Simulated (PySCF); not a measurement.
# Mass spectrum arithmetic for `CC[C@H]1[C@@H]2[C@H]3[C@@H]2[C@H]2[C@@H]1[C@@H]32`

Species: `CC[C@H]1[C@@H]2[C@H]3[C@@H]2[C@H]2[C@@H]1[C@@H]32`.

Calculated from tabulated atomic weights, isotope masses and abundances; no fragmentation.

(1) Molar mass and exact mass?

(2) What cluster does the molecular ion M+• show when like nominal masses merge?

(3) Which m/z would the protonated, sodiated and deprotonated molecule have?

(4) What share of all molecules is the monoisotopic species?

(5) What resolving power m/Δm just matches the spacing of the species with one 13C and with one 2H?

Answers

(1) For C9H12, with standard atomic weights, 9 × 12.011 + 12 × 1.008 = 120.195 g/mol. From the most abundant isotopes (12C, 1H), 9 × 12.000000 + 12 × 1.007825 = 120.0939 u.

(2) 
| nominal mass | m/z (centroid) | relative intensity |
| --- | --- | --- |
| 120 | 120.0934 | 100.0 |
| 121 | 121.0967 | 9.9 |
| 122 | 122.1002 | 0.4 |

Lines under 0.1 % of the tallest are left out. One electron mass, 0.00055 u, is taken off.

(3) [M+H]+ 121.1012, [M+Na]+ 143.0831, [M−H]− 119.0866, for the monoisotopic species (arithmetic only; whether such ions form is another matter).

(4) 0.9893^9 × 0.999885^12 = 90.65 %.

(5) They lie 0.00292 u apart at mass 121.10, so m/Δm is about 41000.
